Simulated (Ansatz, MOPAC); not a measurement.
Species: C4H5S, charge 0, multiplicity 2. SMILES: S1CC=C[CH]1

Atoms: C1, C2, C3, C4, S5, H6, H7, H8, H9, H10. Bonds: C1-C2, C1-S5, C1-H6, C2-C3, C2-H7, C3-C4, C3-H8, C4-S5, C4-H9, C4-H10.

Bond lengths (Å) and angles (degrees) optimised at PM7 with MOPAC; HF/STO-3G with Ansatz (a quantum-chemistry and plane-wave program); HF/3-21G with Ansatz, each started from the B3LYP-D3(BJ)/def2-TZVP structure (Ansatz) of the last column. A row stands for all coordinates that are equal there; 11 of 23 kinds are shown. No wavenumbers were computed at HF/STO-3G, so these may be saddle points.

```csv
coordinate,PM7,HF/STO-3G,HF/3-21G,B3LYP-D3(BJ)/def2-TZVP
C1-C2,1.398,1.405,1.388,1.392
C1-S5,1.724,1.761,1.829,1.737
C1-H6,1.073,1.080,1.066,1.078
C2-C3,1.381,1.404,1.386,1.371
C2-H7,1.084,1.082,1.071,1.082
C3-C4,1.483,1.524,1.511,1.497
C3-H8,1.075,1.082,1.071,1.080
C4-S5,1.858,1.813,1.908,1.842
C2-C1-S5,112.1,113.5,112.4,112.9
C1-C2-C3,115.0,113.4,116.0,114.9
C1-S5-C4,93.2,92.4,90.5,92.0
```

Mean signed difference of all 10 bond lengths from B3LYP-D3(BJ)/def2-TZVP: PM7 0.002 Å, HF/STO-3G 0.006 Å, HF/3-21G 0.012 Å.
